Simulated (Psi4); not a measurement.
methane (CH$_{4}$), singlet, at a GFN2-xTB geometry.

Input for Psi4:
```
memory 2 GB

molecule mol {
0 1
  C     0.000000    0.000000    0.000000
  H     0.636597    0.627096    0.610389
  H    -0.628026   -0.606917    0.638995
  H     0.612857   -0.642402   -0.618713
  H    -0.621428    0.622223   -0.630670
}

set basis sto-3g
set reference rks

energy('blyp')
print_variables()
```

What does this run give for the dipole moment, number of basis functions?


```json
{
  "dipole_moment": "0.00 D",
  "number_of_basis_functions": "9"
}
```
